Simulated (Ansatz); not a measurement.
Consider the formal exchange of groups at a B–O bond: `COB(O)O[SiH3]` + CH₄ → `COB(C)O[SiH3]` + H₂O.

Isolated molecules relaxed with PBE0-D4/def2-TZVP in Ansatz; ΔE leaves out vibrations. CCSD(T)/CBS is the MP2 limit (def2-TZVPP, def2-QZVPP) plus CCSD(T) − MP2 in def2-TZVPP, frozen cores. This one scheme is used for every species. Functionals use def2-TZVPP. One conformer a species, not always the lowest.

`COB(O)O[SiH3]`:

```xyz
13

C    -0.782    1.736   -0.881
O    -0.358    0.662   -0.078
B     0.345   -0.394   -0.598
O     0.694   -0.514   -1.912
O     0.719   -1.387    0.250
Si    0.470   -1.554    1.870
H    -1.324    2.437   -0.247
H     0.068    2.266   -1.327
H    -1.457    1.403   -1.677
H     0.408    0.214   -2.466
H     1.102   -0.438    2.619
H     1.098   -2.836    2.266
H    -0.982   -1.595    2.181
```

CH₄:

Cartesian coordinates in Å:
```
C 0.000 0.000 0.000
H -0.210 -0.335 -1.015
H 0.224 1.066 -0.008
H 0.856 -0.548 0.393
H -0.869 -0.184 0.630
```

`COB(C)O[SiH3]`:

```xyz
15

C    -1.285    2.009   -0.800
O    -0.071    1.701   -0.148
B     0.314    0.432    0.134
C     1.688    0.203    0.860
O    -0.508   -0.610   -0.221
Si   -0.379   -2.240   -0.045
H    -1.926    1.131   -0.904
H    -1.806    2.773   -0.221
H    -1.067    2.412   -1.792
H     1.545   -0.323    1.810
H     2.349   -0.429    0.258
H     2.206    1.140    1.065
H    -1.595   -2.841   -0.641
H     0.827   -2.750   -0.748
H    -0.293   -2.607    1.393
```

H₂O:

Z-matrix (Å, degrees):
```
O
H 1 0.960
H 1 0.960 2 105.1
```

| level | ΔE (kcal/mol) |
| --- | --- |
| PBE-D4 | 25.6 |
| CCSD/CBS(def2) | 26.4 |

Problem. What does CCSD(T)/CBS give? (Estimate.)

Solution. Computed: +25.9 kcal/mol. The listed levels differ from it by -0.3, 0.5 kcal/mol.

Largest T1 diagnostic among the species: 0.012.

The D4 term adds −1.1 kcal/mol with B3LYP and −0.6 kcal/mol with PBE0; it sums over pairs of atoms, weighted by their polarisabilities, and B3LYP, whose exchange is more repulsive, gets the larger term. In def2-TZVPP, CCSD(T) changes the Hartree–Fock value by −4.4 kcal/mol (the triples alone add −0.4 kcal/mol) and MP2 by −4.6 kcal/mol.

B3LYP here is the variant with VWN-RPA as its local correlation; programs differ in this.
